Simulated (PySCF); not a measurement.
# Working with the constants of BOs

r²SCAN constants of BOs, ⁴Σ⁻ (quartet), unpaired electrons σ ↑, δ ↑↑ (basis B def2-TZVPP, Os def2-TZVPP with ECP60; scalar-relativistic core potentials; PySCF 2.14; masses 11.0093 and 191.9615 u):

| Item | Value |
| --- | --- |
| ωe | 858.8 cm⁻¹ |
| ωexe | 9.18 cm⁻¹ |
| Be | 0.50724 cm⁻¹ |
| αe | 0.00498 cm⁻¹ |
| D (centrifugal) | 7.08e-07 cm⁻¹ |

Problem. Give the vibrational terms G(v) and spacings up to v = 6.

Solution. G(v) = ωe(v+½) − ωexe(v+½)².

```
v  G(v) (cm⁻¹)  G(v) − G(v−1)  Bv (cm⁻¹)
0          427                    0.5048
1         1268            840     0.4998
2         2090            822     0.4948
3         2893            804     0.4898
4         3679            785     0.4848
5         4446            767     0.4798
6         5194            749     0.4749
```

De is left out where the level can put another filling of the metal’s s and d shells below the measured ground configuration, by anything from nothing to about 1 eV. Spin–orbit coupling is left out, which matters for elements this heavy, above all for dissociation energies. With d or f electrons several states lie close, and the lowest PBE0 determinant need not be the measured ground state.
